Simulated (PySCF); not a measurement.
## How methods differ on the interval between two levels of Pd⁺

Pd⁺ [Kr] 4d9 [2D5/2, M_J = 5/2] → Pd⁺ [Kr] 4d8 5p1 [4G11/2, M_J = 11/2], as a difference of total energies. All numbers are calculated (PySCF 2.14, the two-component X2C-1e Hamiltonian, in x2c-SVPall-2c with one added diffuse shell each of s, p, d type (7s9p7d1f, 76 functions)). Correlated levels: [Ar] 3d10 frozen; the 6 highest virtual spinors dropped. "Screened" scales the spin-orbit matrix elements by Boettger's factors to mimic the two-electron term; Breit and QED terms are absent.

```tsv
method	interval between two levels (cm⁻¹)
GHF (spin-free)	59171
GMP2 (spin-free)	66893
GHF (screened spin-orbit)	58788
GMP2 (screened spin-orbit)	66529
```

The labels give the starting determinants; with spin-orbit coupling the two ends relaxed to ⟨J²⟩ = 8.78, ⟨L²⟩ = 6.03, ⟨S²⟩ = 0.77 and ⟨J²⟩ = 35.76, ⟨L²⟩ = 20.08, ⟨S²⟩ = 3.75.
